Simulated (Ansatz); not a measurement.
Input file for Ansatz (a first-principles code): U-CCSD(T)/def2-SVP on C2H6Mg (SMILES [CH3][Mg][CH3]), a point of a bond scan (R = 0.875 Å).

Ansatz 0.2 input:
```yaml
crystal:
  periodic: [false, false, false]
  atoms:
    - {symbol: Mg, position_ang: [0.00000000, 0.00000000, 0.00000000]}
    - {symbol: C, position_ang: [1.60710731, 0.25448728, -1.31696069]}
    - {symbol: H, position_ang: [2.19656375, -0.38785084, -1.23813569]}
    - {symbol: H, position_ang: [2.13343348, 1.19696231, -1.13802123]}
    - {symbol: H, position_ang: [1.27925009, 0.26303908, -2.36086406]}
    - {symbol: C, position_ang: [-1.60710731, -0.25448728, 1.31696069]}
    - {symbol: H, position_ang: [-2.18217012, -1.15639416, 1.08638648]}
    - {symbol: H, position_ang: [-2.30289266, 0.58903587, 1.27635089]}
    - {symbol: H, position_ang: [-1.27154864, -0.34420772, 2.35457737]}
basis:
  gaussian:
    orbitals: def2-SVP
correlation: {method: ccsd_t, electrons: outside_noble_gas}
scf: {omitted_lower_state_checks: [cluster_reference]}
magnetization: {spin_polarized: true, initial_magnetization: 0}
```

The head of its log:

```
WARN ansatz: RAYON_NUM_THREADS=1 ignored (pool sized by the plan → 1); use --threads N
Functional definition: HF
these checks for a lower state are left out or cut short: cluster_reference
integrals: 0.09 GiB planned
751 factors; integrals over basis functions are off by at most 1.3e-3 eV
mean field: 0.18 GiB planned
mean field evaluation 1: about -7578.9035 eV, gradient 2.4e1 eV
mean field evaluation 2: about -7578.9155 eV, gradient 2.4e1 eV
mean field evaluation 4: about -7581.9444 eV, gradient 1.5e0 eV
mean field evaluation 8: about -7581.9652 eV, gradient 3.9e-5 eV
mean field -7581.96516337 eV, -278.6320805134 hartree, gradient 1.8e-6 eV, S^2 0.000000; 0 other end points of the search recorded, 0 dependent functions left out
7 core orbitals not correlated
reference -7581.96516337 eV, -278.6320805134 hartree; 8, 8 occupied and 61, 61 virtual orbitals, 751 factors
```

### Question
Predict the final total energy.

### Answer
-279.0116 hartree (reference determinant -278.6321, T1 diagnostic 0.010).
